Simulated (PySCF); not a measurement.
# How the method changes the shape and vibrations of H3O3Si cation

Calculated results; nothing here was measured. The program is PySCF 2.14.0, an open-source quantum chemistry code, run on an isolated molecule that a program drew, which may never have been made. The molecule is H3O3Si cation (charge +1, singlet), drawn as the SMILES string `O[Si+](O)O`.

The geometry was optimised and harmonic frequencies were computed with HF and MP2, all in the cc-pV(D+d)Z basis, for the commonest isotopes, with a restricted reference for singlets and an unrestricted one otherwise, and a frozen core in MP2. Each result is a local minimum of its method.

Geometry at the HF minimum:
```xyz
7
H3O3Si cation, angstrom
O    -1.2199   -0.8118    0.8908
Si    0.0161   -1.4015    0.1544
O     1.2435   -1.8974    0.9701
O     0.0251   -1.4950   -1.3977
H    -2.0332   -0.4727    0.5282
H     1.3790   -1.9026    1.9132
H     0.7032   -1.8288   -1.9778
```

Lengths of the bonds as drawn, in Å (atoms numbered as above):
```
bond,HF,MP2
O1-Si2,1.555,1.584
Si2-O3,1.555,1.584
Si2-O4,1.555,1.584
O1-H5,0.953,0.973
O3-H6,0.953,0.973
O4-H7,0.953,0.973
```

Rotational constants, in GHz:
| constant | HF | MP2 |
|---|---|---|
| A | 7.672 | 7.432 |
| B | 7.671 | 7.431 |
| C | 3.836 | 3.716 |

Harmonic frequencies in cm^-1, each column in rising order, so a row needn't be the same motion in every method:
| rank | HF | MP2 |
|---|---|---|
| 1 | 325 | 305 |
| 2 | 325 | 305 |
| 3 | 394 | 357 |
| 4 | 460 | 404 |
| 5 | 475 | 444 |
| 6 | 476 | 444 |
| 7 | 734 | 731 |
| 8 | 735 | 743 |
| 9 | 735 | 744 |
| 10 | 919 | ? |
| 11 | 1235 | 1166 |
| 12 | 1235 | 1166 |
| 13 | 4072 | 3807 |
| 14 | 4072 | 3807 |
| 15 | 4087 | 3821 |

**Estimate the missing MP2 frequency from the HF column.**

A single factor s that minimises the squared misfit of MP2 against s times HF over the other rows is sum(HF x MP2) / sum(HF^2) = 0.9372, with an rms misfit of 26 cm^-1. For rank 10 it gives 0.9372 x 919 = 861 cm^-1. The calculation gives 860 cm^-1, 1 cm^-1 below the estimate. The drawn bonds are on average 2.0 % longer in MP2 than in HF.
